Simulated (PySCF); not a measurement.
CaF₂, charge +1, multiplicity 2. Atoms are numbered in the order given.

```xyz
3

Ca     0.0000     0.0000     0.8493
F      0.0000    -1.0010    -0.9436
F      0.0000     1.0010    -0.9436
```
Charge +1, spin multiplicity 2.

The structure is a stationary point at TPSSh-D3(BJ)/def2-TZVP. The multiplicity is an assumed one; other spin states were not compared. The isomer is the one that the SMILES or the coordinates give; other isomers of the formula were not compared.

Calculation: TDA-PBE/def2-TZVPD (PySCF).

Vertical excitations. 

Computed UV-visible absorptions:
```json
[
 {"state": "root 1", "energy (eV)": "1.58", "λ (nm)": "782", "f": "0.000", "main pairs": "β HOMO→LUMO 100 %"},
 {"state": "root 2", "energy (eV)": "2.24", "λ (nm)": "554", "f": "0.000", "main pairs": "β HOMO−1→LUMO 100 %"},
 {"state": "root 3", "energy (eV)": "2.51", "λ (nm)": "494", "f": "0.000", "main pairs": "β HOMO−2→LUMO 100 %"},
 {"state": "root 4", "energy (eV)": "2.60", "λ (nm)": "477", "f": "0.001", "main pairs": "β HOMO−3→LUMO 92 %"},
 {"state": "root 5", "energy (eV)": "5.38", "λ (nm)": "231", "f": "0.173", "main pairs": "β HOMO−4→LUMO 67 %"},
 {"state": "root 6", "energy (eV)": "6.17", "λ (nm)": "201", "f": "0.000", "main pairs": "β HOMO→LUMO+1 100 %"},
 {"state": "root 7", "energy (eV)": "6.54", "λ (nm)": "190", "f": "0.000", "main pairs": "α HOMO→LUMO 99 %"},
 {"state": "root 8", "energy (eV)": "6.57", "λ (nm)": "189", "f": "0.000", "main pairs": "α HOMO−1→LUMO 100 %"},
 {"state": "root 9", "energy (eV)": "6.82", "λ (nm)": "182", "f": "0.001", "main pairs": "β HOMO−1→LUMO+1 98 %"},
 {"state": "root 10", "energy (eV)": "7.04", "λ (nm)": "176", "f": "0.002", "main pairs": "α HOMO−1→LUMO+1 6 %, β HOMO→LUMO+2 92 %"}
]
```
Unrestricted roots are not spin-pure.
